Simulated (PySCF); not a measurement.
Multinuclear NMR of C$_{9}$H$_{10}$NP

Geometry (Å), atoms numbered from 1 in this order:
```xyz
21

C    -2.9526   -0.6693    0.9191
C    -1.4750   -0.6720    0.7153
P    -0.4061   -1.8148    1.4351
C     0.9436   -0.9899    0.6202
C     2.3071   -1.2832    0.6553
C     3.1850   -0.5021   -0.0594
C     2.7244    0.5767   -0.8162
C     1.3842    0.8878   -0.8676
C     0.4869    0.1029   -0.1470
N    -0.8716    0.2595   -0.0770
C    -1.5484    1.3152   -0.7829
H    -3.4853   -0.8077   -0.0236
H    -3.2154   -1.4901    1.5822
H    -3.2899    0.2623    1.3772
H     2.6582   -2.1194    1.2418
H     4.2425   -0.7204   -0.0387
H     3.4312    1.1772   -1.3697
H     1.0398    1.7249   -1.4564
H    -2.6180    1.2680   -0.6002
H    -1.3717    1.2232   -1.8576
H    -1.1776    2.2881   -0.4504
```

[PySCF: structure optimised with GFN2-xTB; σ from GIAO-PBE0/pcSseg-1; isolated molecule; one computed conformer; averaged over atoms made equivalent by symmetry, fast rotation or ring inversion; no relativistic terms]

(1) Predict the $^{31}$P NMR data.

(2) Predict the $^{15}$N NMR data.

## Answers

(1) 
| atoms | environment | σ (ppm) | δ (ppm) |
| --- | --- | --- | --- |
| P3 | phosphorus bonded to 2 C, in a 5-membered ring | 226.7 | 82.3 |

Shieldings were converted by a linear fit to measured shifts: $^{31}$P: δ = 270.09 − 0.828σ (rms 18.1 ppm, 64 shifts vs H3PO4, solution or neat liquid). A few per cent of atoms miss by over 2 rms, more outside the fitted compound classes.

On a 300 MHz spectrometer $^{31}$P resonates near 121.4 MHz, so 1 ppm is 121.4 Hz.

(2) 
| atoms | environment | σ (ppm) | δ (ppm) |
| --- | --- | --- | --- |
| N10 | pyrrole-type ring nitrogen | 92.5 | -233.3 |

Shieldings were converted by a linear fit to measured shifts: $^{15}$N (scatter 6.3 ppm rms vs CH3NO2, solution or neat liquid). A few per cent of atoms miss by over 2 rms, more outside the fitted compound classes.

On a 600 MHz spectrometer $^{15}$N resonates near 60.8 MHz, so 1 ppm is 60.8 Hz.
